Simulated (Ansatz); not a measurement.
Cost and result up the ladder for Si₂Ge₃ (5 atoms). The state is a singlet with charge 0. Geometry: PBE-D4/def2-SVP.

Cartesian coordinates in Å:
```
Si -0.353 -1.856 -0.599
Si -0.906 -0.941 1.506
Ge 1.360 -0.246 -0.228
Ge -1.050 0.912 0.026
Ge 0.949 2.130 -0.706
```

Ansatz on 4 threads of Intel Xeon on a shared host. Times are rough, and most runs start from the orbitals of an earlier one. No level here is sound enough to serve as a yardstick. Binding counts from free atoms at the same level (Si triplet, Ge triplet; other spins of the atoms weren't run), without zero-point energy or a counterpoise term.

LC-ωPBE has ω = 0.4 bohr⁻¹. Correlated methods freeze 37 core orbitals; core or outer-core shells of Ge are correlated, in sets that lack core-valence functions. The rows differ in basis, and correlated rows in double-zeta sets carry the largest basis error. Another isomer (singlet) lies 0.29 eV lower at PBE0-D4/def2-TZVP; other spin states weren't run for this one.

Run but left out: B2PLYP/def2-TZVP (restricted singlet, unstable in another Hartree–Fock run and untested here).

Correlated methods converge slowly with the basis, most of all in double-zeta sets.

| level | functions | wall time | binding energy per atom (eV) | remarks |
| --- | --- | --- | --- | --- |
| PBE-D4/def2-TZVP (with forces) | 218 | 2.3 s | 3.07 | restricted SCF unstable in HF |
| LC-ωPBE/def2-TZVP | 218 | 3.4 s | 2.54 | restricted SCF unstable in HF |
| PBE0-D4/def2-TZVP | 218 | 4.2 s | 2.90 | restricted SCF unstable in HF |
| r2SCAN-D4/def2-TZVP | 218 | 4.4 s | 2.95 | restricted SCF unstable in HF |
| CCSD(T)/def2-SVP | 132 | 11 s | 2.49 | large T1 (0.021), restricted SCF unstable |
